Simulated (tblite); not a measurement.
C₆H₁₈BP.
Numbering: `[BH3-:1][P+:2]([CH3:3])([CH3:4])[CH2:5][CH:6]([CH3:7])[CH3:8]` (hydrogens: H9, H10, H11 on B1; H12, H13, H14 on C3; H15, H16, H17 on C4; H18, H19 on C5; H20 on C6; H21, H22, H23 on C7; H24, H25, H26 on C8)

Computed with GFN2-xTB (tblite), gas phase: L-BFGS steps from a force-field or distance-geometry start until the largest atomic force falls under 0.01 eV/Å.

Step 1: E = -701.0561 eV
```
atom  x, y, z in Å  |  force x, y, z in eV/Å
B1      1.1168    1.7323   -0.8508   -0.194   0.824  -0.728
P2      1.2370    0.0322   -0.0778    0.015   0.993  -0.255
C3      2.8415   -0.0445    0.8057   -0.147  -0.022   0.079
C4      1.1262   -1.3038   -1.3329    0.177   0.065   0.200
C5     -0.1496   -0.1457    1.1135    0.203  -0.219   0.079
C6     -1.4302   -0.5075    0.3673   -0.219   0.162   0.105
C7     -2.5978   -0.6101    1.3560   -0.125  -0.147   0.038
C8     -1.8986    0.5133   -0.6556   -0.314  -0.108  -0.345
H9      0.1646    2.2927   -0.4155    0.045   0.117   0.285
H10     0.9165    1.5283   -2.0106    0.156   0.093  -0.318
H11     2.1128    2.3536   -0.6731    0.195  -0.055   0.044
H12     2.8593    0.8906    1.3921    0.098  -0.486  -0.117
H13     2.9513   -0.9187    1.4510    0.202   0.118  -0.117
H14     3.6225    0.0275    0.0284   -0.290  -0.187   0.459
H15     2.1321   -1.4776   -1.7203   -0.060  -0.162   0.147
H16     0.6925   -2.2092   -0.9023    0.109   0.017  -0.387
H17     0.5493   -0.8722   -2.1654   -0.037  -0.423   0.404
H18     0.0732   -0.9431    1.8196    0.000  -0.120   0.307
H19    -0.2517    0.8104    1.6618    0.116  -0.383  -0.322
H20    -1.2464   -1.4697   -0.1361   -0.303   0.155   0.118
H21    -3.5053   -0.2921    0.8260    0.100  -0.303   0.480
H22    -2.7123   -1.6516    1.6631   -0.108   0.328   0.399
H23    -2.4489    0.0777    2.2064   -0.108  -0.574  -0.306
H24    -2.8585    0.1398   -1.0377    0.151   0.272  -0.069
H25    -2.0732    1.4730   -0.1491    0.228  -0.276  -0.484
H26    -1.2441    0.5971   -1.5208    0.112   0.325   0.305
```

Step 2: E = -701.1864 eV
```
atom  x, y, z in Å  |  force x, y, z in eV/Å
B1      1.1105    1.7554   -0.8723   -0.010   0.701  -0.413
P2      1.2380    0.0645   -0.0860   -0.096   0.158  -0.094
C3      2.8380   -0.0448    0.8096   -0.322  -0.151  -0.161
C4      1.1321   -1.3064   -1.3261    0.086   0.525   0.188
C5     -0.1422   -0.1536    1.1202   -0.042  -0.092  -0.476
C6     -1.4365   -0.5031    0.3690   -0.073   0.019   0.084
C7     -2.6043   -0.6124    1.3583    0.294  -0.292  -0.135
C8     -1.9137    0.5086   -0.6672    0.666   0.107   0.193
H9      0.1662    2.2957   -0.4072   -0.022   0.220   0.202
H10     0.9211    1.5308   -2.0190    0.088   0.150  -0.471
H11     2.1187    2.3519   -0.6716    0.143   0.022  -0.027
H12     2.8619    0.8750    1.3876    0.120  -0.034   0.189
H13     2.9574   -0.9145    1.4471    0.096  -0.076  -0.005
H14     3.6136    0.0221    0.0420   -0.046  -0.145   0.193
H15     2.1292   -1.4819   -1.7158    0.138  -0.160   0.078
H16     0.6965   -2.2069   -0.9148    0.009  -0.186  -0.120
H17     0.5475   -0.8837   -2.1547   -0.035  -0.358   0.301
H18     0.0726   -0.9449    1.8271    0.075  -0.224   0.304
H19    -0.2483    0.7985    1.6516    0.080  -0.108  -0.078
H20    -1.2551   -1.4649   -0.1326   -0.276   0.090   0.091
H21    -3.5002   -0.3015    0.8409   -0.351  -0.137   0.177
H22    -2.7153   -1.6418    1.6745   -0.108  -0.002   0.405
H23    -2.4522    0.0597    2.1959   -0.033  -0.152   0.153
H24    -2.8503    0.1492   -1.0381   -0.579  -0.052  -0.381
H25    -2.0662    1.4648   -0.1630    0.089  -0.042  -0.347
H26    -1.2400    0.6067   -1.5125    0.108   0.219   0.151
```

Step 3: E = -701.2611 eV
```
atom  x, y, z in Å  |  force x, y, z in eV/Å
B1      1.1067    1.7797   -0.8912    0.069   0.458  -0.181
P2      1.2371    0.0862   -0.0924   -0.147  -0.201  -0.036
C3      2.8305   -0.0476    0.8097   -0.321  -0.113  -0.159
C4      1.1374   -1.3009   -1.3183    0.043   0.444   0.164
C5     -0.1382   -0.1605    1.1177   -0.118  -0.074  -0.475
C6     -1.4409   -0.5009    0.3702    0.057  -0.085   0.056
C7     -2.6040   -0.6176    1.3577    0.270  -0.229  -0.118
C8     -1.9127    0.5071   -0.6703    0.509  -0.011   0.177
H9      0.1667    2.3013   -0.3991   -0.029   0.286   0.110
H10     0.9253    1.5349   -2.0318    0.048   0.214  -0.485
H11     2.1245    2.3515   -0.6713    0.119   0.099  -0.080
H12     2.8653    0.8657    1.3882    0.109   0.123   0.291
H13     2.9623   -0.9134    1.4448   -0.007  -0.184   0.043
H14     3.6080    0.0166    0.0526    0.086  -0.115   0.006
H15     2.1297   -1.4869   -1.7118    0.186  -0.105   0.065
H16     0.6992   -2.2078   -0.9241    0.020  -0.150   0.021
H17     0.5453   -0.8958   -2.1444   -0.058  -0.244   0.163
H18     0.0733   -0.9488    1.8356    0.087  -0.138   0.131
H19    -0.2450    0.7900    1.6444    0.054   0.003   0.023
H20    -1.2648   -1.4604   -0.1290   -0.231  -0.024   0.017
H21    -3.5030   -0.3094    0.8524   -0.446  -0.091   0.054
H22    -2.7187   -1.6370    1.6879   -0.072  -0.208   0.365
H23    -2.4545    0.0469    2.1926    0.020   0.060   0.343
H24    -2.8548    0.1538   -1.0446   -0.432  -0.039  -0.342
H25    -2.0607    1.4599   -0.1765    0.013   0.196  -0.166
H26    -1.2353    0.6158   -1.5058    0.173   0.131   0.015
```

Step 4: E = -701.3282 eV
```
atom  x, y, z in Å  |  force x, y, z in eV/Å
B1      1.1038    1.8137   -0.9147    0.087   0.082   0.020
P2      1.2332    0.1067   -0.1005   -0.150  -0.332  -0.010
C3      2.8165   -0.0522    0.8079   -0.120   0.002  -0.011
C4      1.1443   -1.2898   -1.3061    0.025   0.050   0.034
C5     -0.1355   -0.1704    1.1088   -0.121  -0.011  -0.185
C6     -1.4439   -0.5008    0.3720    0.058  -0.170  -0.028
C7     -2.6008   -0.6262    1.3558   -0.009  -0.079   0.115
C8     -1.9081    0.5029   -0.6724    0.125   0.012   0.041
H9      0.1669    2.3134   -0.3885    0.025   0.327  -0.035
H10     0.9307    1.5440   -2.0552    0.020   0.310  -0.342
H11     2.1334    2.3536   -0.6727    0.083   0.175  -0.137
H12     2.8711    0.8573    1.3943    0.062   0.109   0.265
H13     2.9671   -0.9159    1.4429   -0.152  -0.207   0.024
H14     3.6038    0.0083    0.0637    0.112  -0.081  -0.120
H15     2.1335   -1.4938   -1.7059    0.133   0.006   0.089
H16     0.7032   -2.2102   -0.9340    0.081  -0.005   0.161
H17     0.5413   -0.9129   -2.1310   -0.073  -0.086  -0.003
H18     0.0755   -0.9541    1.8455    0.079   0.016  -0.141
H19    -0.2403    0.7805    1.6367    0.026   0.021   0.051
H20    -1.2797   -1.4566   -0.1252   -0.149  -0.204  -0.094
H21    -3.5137   -0.3203    0.8664   -0.305  -0.112   0.021
H22    -2.7235   -1.6365    1.7095    0.004  -0.280   0.243
H23    -2.4564    0.0340    2.1954    0.050   0.144   0.330
H24    -2.8634    0.1599   -1.0568   -0.049   0.028  -0.203
H25    -2.0544    1.4599   -0.1936   -0.041   0.282  -0.015
H26    -1.2256    0.6281   -1.4992    0.198   0.002  -0.069
```

Question: Estimate the geometry and energy of step 5. (The exact step hangs on the optimiser's Hessian estimate; all steps are aligned on step 4, rigid shifts and turns removed.)

Answer: E = -701.3571 eV, largest force 0.398 eV/Å
```
atom  x, y, z in Å  |  force x, y, z in eV/Å
B1      1.1037    1.8302   -0.9253    0.062  -0.091   0.053
P2      1.2291    0.1114   -0.1045   -0.081  -0.206  -0.012
C3      2.8088   -0.0540    0.8075    0.048   0.043   0.074
C4      1.1480   -1.2851   -1.3003    0.010  -0.167  -0.076
C5     -0.1360   -0.1751    1.1028   -0.094   0.012  -0.003
C6     -1.4446   -0.5036    0.3721   -0.068  -0.146  -0.041
C7     -2.6005   -0.6311    1.3577   -0.150  -0.025   0.230
C8     -1.9050    0.5014   -0.6733   -0.053   0.067  -0.041
H9      0.1677    2.3244   -0.3845    0.086   0.310  -0.115
H10     0.9335    1.5536   -2.0711    0.017   0.353  -0.182
H11     2.1389    2.3575   -0.6757    0.051   0.179  -0.154
H12     2.8747    0.8547    1.4012    0.025   0.019   0.185
H13     2.9666   -0.9203    1.4422   -0.219  -0.148  -0.026
H14     3.6034    0.0031    0.0670    0.036  -0.064  -0.095
H15     2.1370   -1.4967   -1.7016    0.085   0.061   0.098
H16     0.7067   -2.2109   -0.9358    0.106   0.044   0.217
H17     0.5382   -0.9220   -2.1251   -0.053  -0.029  -0.056
H18     0.0777   -0.9560    1.8472    0.070   0.065  -0.241
H19    -0.2378    0.7762    1.6338    0.004   0.003   0.032
H20    -1.2890   -1.4586   -0.1252   -0.110  -0.254  -0.127
H21    -3.5230   -0.3274    0.8735   -0.139  -0.146   0.063
H22    -2.7256   -1.6407    1.7233    0.048  -0.193   0.152
H23    -2.4566    0.0301    2.2016    0.040   0.101   0.213
H24    -2.8671    0.1634   -1.0654    0.161   0.070  -0.116
H25    -2.0521    1.4642   -0.2018   -0.041   0.203   0.014
H26    -1.2179    0.6337   -1.4971    0.160  -0.060  -0.044
```

The energy changes by -0.0289 eV. The first-order estimate −F·Δx gives -0.0383 eV and the mean of the old and new forces, exact on a quadratic surface, -0.0289 eV. The step makes an angle of 51° with the force vector and moves no atom by more than 0.020 Å.

The cost below is that of the whole relaxation. Hardware: Arm Neoverse V1, one thread, no GPU, shared host with 32 logical CPUs at a one-minute load of 14. Cost: 1.2 s of wall time.
